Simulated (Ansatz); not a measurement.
Cost and result for the atomization energy of `C[SiH2][SiH]([AlH2])Cl` (13 atoms, 12 bonds).

```json
{"atom": "C1", "x (Å)": "-1.9954", "y (Å)": "0.5647", "z (Å)": "0.4145"}
{"atom": "Si2", "x (Å)": "-1.0247", "y (Å)": "-0.3767", "z (Å)": "-0.8874"}
{"atom": "Si3", "x (Å)": "1.2460", "y (Å)": "0.2003", "z (Å)": "-0.7724"}
{"atom": "Al4", "x (Å)": "2.2920", "y (Å)": "-0.4379", "z (Å)": "1.3536"}
{"atom": "Cl5", "x (Å)": "2.2326", "y (Å)": "-0.6854", "z (Å)": "-2.3804"}
{"atom": "H6", "x (Å)": "-3.0516", "y (Å)": "0.2881", "z (Å)": "0.3795"}
{"atom": "H7", "x (Å)": "-1.9210", "y (Å)": "1.6418", "z (Å)": "0.2500"}
{"atom": "H8", "x (Å)": "-1.6210", "y (Å)": "0.3484", "z (Å)": "1.4177"}
{"atom": "H9", "x (Å)": "-1.5437", "y (Å)": "-0.0833", "z (Å)": "-2.2522"}
{"atom": "H10", "x (Å)": "-1.1463", "y (Å)": "-1.8450", "z (Å)": "-0.6592"}
{"atom": "H11", "x (Å)": "1.3433", "y (Å)": "1.6783", "z (Å)": "-0.9742"}
{"atom": "H12", "x (Å)": "3.5569", "y (Å)": "-1.3920", "z (Å)": "1.4121"}
{"atom": "H13", "x (Å)": "1.6329", "y (Å)": "0.0988", "z (Å)": "2.6985"}
```

Total charge 0; spin multiplicity 1. The structure was optimised at the PBE0-D4/def2-TZVP level. It is one conformer, not always the lowest. Program: Ansatz. All runs use 4 threads of an Arm Neoverse N1 on a shared host. Times are those of one run each, without the atoms' runs, and a repeat can differ threefold. Electronic energies, without spin–orbit coupling; frozen cores. CCSD(T)/CBS adds CCSD(T) − MP2 in def2-TZVPP to the MP2 limit, and its time is that of the two runs behind it. T1 = 0.011. B3LYP takes the VWN-RPA correlation (the form of Gaussian; ORCA's B3LYP/G).

CCSD(T)/CBS is a level of theory with its own doubt, some kJ/mol a heavy atom from the limit and from the frozen cores, so smaller differences don't rank the functionals.

| level | functions | wall time |
| --- | --- | --- |
| PBE-D4/def2-TZVPP (with forces) | 311 | 6.5 s |
| PBE0-D4/def2-TZVPP | 311 | 9.5 s |
| r2SCAN-D4/def2-TZVPP (with forces) | 311 | 13 s |
| B3LYP-D4/def2-TZVPP (with forces) | 311 | 15 s |
| B2PLYP/def2-TZVPP | 311 | 16 s |
| ωB97X-V/def2-TZVPP | 311 | 23 s |
| ωB97M-V/def2-TZVPP (with forces) | 311 | 33 s |
| MP2/def2-QZVPP | 577 | 61 s |
| CCSD(T)/def2-TZVPP | 311 | 22 min |
| CCSD(T)/CBS(def2) | – | 23 min |

**Question.** What atomization energy does each give, and how far from CCSD(T)/CBS? (Best estimate.)

**Answer.** The calculation gave: 
| level | atomization (kJ/mol) | difference from CCSD(T)/CBS | per bond |
| --- | --- | --- | --- |
| PBE-D4/def2-TZVPP (with forces) | 3989.2 | -18.3 | -1.5 |
| PBE0-D4/def2-TZVPP | 3979.5 | -28.0 | -2.3 |
| r2SCAN-D4/def2-TZVPP (with forces) | 4013.4 | 5.9 | 0.5 |
| B3LYP-D4/def2-TZVPP (with forces) | 3987.5 | -20.0 | -1.7 |
| B2PLYP/def2-TZVPP | 3931.7 | -75.8 | -6.3 |
| ωB97X-V/def2-TZVPP | 4034.4 | 26.9 | 2.2 |
| ωB97M-V/def2-TZVPP (with forces) | 4003.8 | -3.7 | -0.3 |
| MP2/def2-QZVPP | 3962.0 | -45.5 | -3.8 |
| CCSD(T)/def2-TZVPP | 3902.6 | -104.9 | -8.7 |
| CCSD(T)/CBS(def2) | 4007.5 | 0.0 | 0.0 |

From PBE to PBE0 (25 % exact exchange), in def2-TZVPP and without D4, the atomization energy moves by −5.4 kJ/mol: exact exchange takes away binding that semilocal exchange gives to molecules. In def2-TZVPP, CCSD(T) changes the Hartree–Fock value by +844.2 kJ/mol (the triples alone add +42.1 kJ/mol) and MP2 by +841.4 kJ/mol; breaking electron pairs costs correlation energy, which Hartree–Fock lacks. The D4 term adds +53.9 kJ/mol with B3LYP and +28.9 kJ/mol with PBE0; it sums over pairs of atoms, weighted by their polarisabilities, and B3LYP, whose exchange is more repulsive, gets the larger term.
